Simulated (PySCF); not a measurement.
5,5-difluorocyclopenta-1,3-diene (C5H4F2), SMILES FC1(F)C=CC=C1. Atoms are numbered in the order given.

```xyz
11

F      1.0849     0.0000    -1.3934
C      0.0000     0.0000    -0.5815
F     -1.0849     0.0000    -1.3934
C      0.0000    -1.1943     0.3518
C      0.0000    -0.7442     1.6112
C      0.0000     0.7442     1.6112
C      0.0000     1.1943     0.3518
H      0.0000    -2.2226    -0.0084
H      0.0000    -1.3546     2.5155
H      0.0000     1.3546     2.5155
H      0.0000     2.2226    -0.0084
```

Coordinates come from a PBE0-D3(BJ)/def2-SVP optimisation. Other conformers were not sampled.

Level of theory: PBE0-D3(BJ)/def2-SVP run with PySCF.

Frequencies are harmonic and unscaled.

Computed vibrational spectrum:
| mode | ν (cm⁻¹) | IR (km/mol) | moving atoms (share of kinetic energy) |
|---|---|---|---|
| 1 | 166 | 0.0 | C 46 %, F 42 %, H 12 % |
| 2 | 258 | 0.0 | F 51 %, C 27 %, H 22 % |
| 3 | 439 | 10.7 | F 68 %, C 29 % |
| 4 | 468 | 3.5 | C 53 %, F 31 %, H 16 % |
| 5 | 554 | 17.1 | H 40 %, C 33 %, F 27 % |
| 6 | 568 | 0.0 | C 65 %, H 30 % |
| 7 | 690 | 1.7 | F 68 %, C 28 % |
| 8 | 739 | 0.0 | H 67 %, C 31 % |
| 9 | 772 | 1.0 | C 90 %, H 10 % |
| 10 | 773 | 49.9 | H 61 %, C 25 %, F 15 % |
| 11 | 869 | 1.4 | C 67 %, H 29 % |
| 12 | 978 | 1.0 | H 75 %, C 25 % |
| 13 | 981 | 0.0 | H 68 %, C 32 % |
| 14 | 989 | 1.2 | C 66 %, H 30 % |
| 15 | 1064 | 8.4 | H 90 % |
| 16 | 1087 | 10.1 | H 86 %, C 14 % |
| 17 | 1173 | 249.7 | C 75 %, F 23 % |
| 18 | 1212 | 19.3 | C 57 %, H 42 % |
| 19 | 1270 | 114.3 | C 73 %, H 15 %, F 13 % |
| 20 | 1328 | 5.4 | C 61 %, H 39 % |
| 21 | 1395 | 121.1 | C 60 %, H 38 % |
| 22 | 1668 | 9.6 | C 95 % |
| 23 | 1713 | 0.1 | C 91 %, H 9 % |
| 24 | 3238 | 6.4 | H 92 %, C 8 % |
| 25 | 3247 | 1.9 | H 92 %, C 8 % |
| 26 | 3273 | 0.3 | H 90 %, C 10 % |
| 27 | 3275 | 0.1 | H 90 %, C 10 % |
